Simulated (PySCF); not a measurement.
# Electronic structure of Zn+ (zinc, charge +1) at the MN15 level

Configuration: [Ar] 3d10 4s1, 2S determinant. Computed with PySCF 2.14 in cc-pVDZ-DK (6s5p3d1f, 43 functions), with the spin-free X2C one-electron Hamiltonian (Gaussian nucleus).

* Total energy: -1796.759 hartree
* One-electron energy: -2492.883 hartree
* Hartree (Coulomb) energy: 769.167 hartree
* Exchange-correlation energy: -73.044 hartree
* ⟨S²⟩: 0.7503
* ⟨L²⟩: 0.000
* Sum of ⟨r⟩: 18.78 bohr
* Sum of ⟨r²⟩: 22.73 bohr²
* Langevin diamagnetic susceptibility: -18.0 ×10⁻⁶ cm³/mol
* Time after the integrals: 1.8 s of wall time on 1 thread of Neoverse-N1 (shared host)

```tsv
shell	electrons	mean orbital energy (hartree)	rms radius, mean of both spins (bohr)
1s α	1	-350.00511	0.0580
1s β	1	-350.00358	0.0580
2s β	1	-42.49325	0.247
2s α	1	-42.49314	0.247
2p β	3	-37.38929	0.219
2p α	3	-37.38796	0.219
3s α	1	-5.08715	0.747
3s β	1	-5.08307	0.747
3p α	3	-3.54813	0.783
3p β	3	-3.54748	0.783
3d α	5	-0.87327	1.03
3d β	5	-0.86922	1.03
4s α	1	-0.57882	2.64
```

Densities and radii are taken from the X2C orbitals without a picture-change correction, which distorts them close to the nucleus.
